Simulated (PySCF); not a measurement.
A structure optimised at PBE-D3(BJ)/def2-SVP, used in a PySCF frequency run:

```xyz
11

Si    -0.2149     1.4968     0.0000
F      0.1818     2.4235     1.2847
F      0.1818     2.4235    -1.2847
N      0.6729     0.0268     0.0000
Al     0.0283    -1.6574     0.0000
O      1.0191    -3.0513     0.0000
O     -1.6736    -1.8073     0.0000
H     -1.6757     1.2364     0.0000
H      1.6930     0.1458     0.0000
H      1.9872    -3.0609     0.0000
H     -2.1113    -2.6719     0.0000
```
Charge 0, spin multiplicity 1.

Write its SMILES, formula and point group.

[OH][Al]([OH])[NH][SiH](F)F, AlF2H4NO2Si, Cs

What are its rotational constants (standard atomic weights)?

3.4325, 0.78726, 0.76139 GHz
